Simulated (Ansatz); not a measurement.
Ideal-gas functions of H$_{4}$O$_{3}$SeTi, SMILES `[OH][Ti]([OH])([OH])[SeH]` at 400 K and 1 bar, from an Ansatz frequency run at PBE0-D4/def2-TZVP.

Molar mass 178.86 g/mol, point group C1 (symmetry number 1), electronic degeneracy 1, moments of inertia 158.986, 414.122, 420.427 u Å². Harmonic wavenumbers (cm⁻¹, unscaled): 82, 128, 151, 168, 185, 213, 237, 267, 286, 332, 369, 431, 449, 475, 739, 796, 810, 2428, 3924, 3927, 3943.

Use S(trans) = R[1.5 ln M + 2.5 ln T − 1.1517]; rotational temperatures θ = 24.2544 K / I; S(rot) = R[ln(√π/σ · √(T³/θAθBθC)) + 1.5]; for each mode x = 1.438777 ν̃/T, S = R[x/(eˣ − 1) − ln(1 − e⁻ˣ)] and H = RT x/(eˣ − 1); 1 cm⁻¹ = 0.0119627 kJ/mol; R = 8.31446 J/(mol·K).

Problem. By hand: the entropy, in J/(mol·K).

Solution. Translation 179.6. Rotation: θ = 0.1526, 0.0586, 0.0577 K, giving 123.4. Vibration, mode by mode: 18.50, 14.84, 13.49, 12.63, 11.85, 10.73, 9.89, 8.96, 8.44, 7.32, 6.55, 5.45, 5.18, 4.80, 2.27, 1.93, 1.85, 0.01, 0.00, 0.00, 0.00, in all 144.7. Electronic 0.0. Sum 447.7 J/(mol·K).

Problem. By hand: H − E and G − E in kJ/mol, counted from the electronic energy.

Solution. Zero-point energy ½ × 20340 × 0.0119627 = 121.7; thermal vibration 30.1; translation, rotation and pV give 4 RT = 13.3. H − E = 165.1 kJ/mol, and G − E = 165.1 − 400 × 447.7/1000 = -14.0 kJ/mol.

Vibration gives 32 % of the entropy, 33.3 J/(mol·K) of it from the modes under 150 cm⁻¹: soft modes count most, and the harmonic formula is weakest for them. The sum counts one conformer and one mirror image; others add a mixing term.
